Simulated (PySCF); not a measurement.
**Worked example: oscillator strength and radiative lifetime**

Al(H)(OH)(SH) (AlH3OS), SMILES [OH][AlH][SH].

Geometry: TPSSh-D3(BJ)/def2-TZVP. Other conformers were not sampled.

PySCF with TDA-LC-ωPBE/def2-SVPD puts the first singlet state with f over 0.02 at 6.86 eV (vertical), with the transition dipole (0.000, 0.000, 0.596) in atomic units.

**Question.** Find the oscillator strength, the wavelength and the radiative lifetime that this transition would have in vacuum if emission retraced absorption.

**Answer.** 
|μ|² = 0.3552 au, so |μ| = 1.51 D. ΔE = 6.86/27.211 = 0.2521 hartree. f = (2/3) ΔE |μ|² = 0.060 (the program prints 0.060).
λ = 1239.84/6.86 = 181 nm; ν = 55330 cm⁻¹.
Einstein's coefficient A = 0.6670 ν² f s⁻¹ (ν in cm⁻¹) = 1.2e8 s⁻¹, so τ = 1/A = 8.2 ns. This state is S2; the lower singlet has f = 0.002. The figure is the radiative limit of this one transition; relaxation, internal conversion, crossing to triplets and a medium change what is measured.
